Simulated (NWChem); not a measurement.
**Total energies of HOSi**

```
Si
O 1 1.5403
H 1 1.5360 2 118.82
```
Charge 0, spin multiplicity 2.

Everything below was run with NWChem. Structure: optimised with UPBE0/def2-SVP, a minimum by its harmonic frequencies.

Basis set: 3-21G (24 functions).

```
method      total energy (Ha)
----------  -----------------
UHF                -362.35924
UMP2               -362.52327
UB2PLYP            -363.08571
UPBE               -363.07079
UB3LYP             -363.31494
UCAM-B3LYP         -363.26566
```

Total energies of different functionals aren't comparable as a measure of quality: only differences taken within one method are. 

The correlated methods keep 6 core orbitals frozen. B3LYP has NWChem's definition, with VWN1-RPA local correlation. The structure started from a generated list of species. The unpaired electrons of the parent sit in orbitals of symmetry a' (Cs labels of the run); other states weren't searched. No SCF solution was tested for a lower state. Open-shell Hartree-Fock references start from PBE0 orbitals.
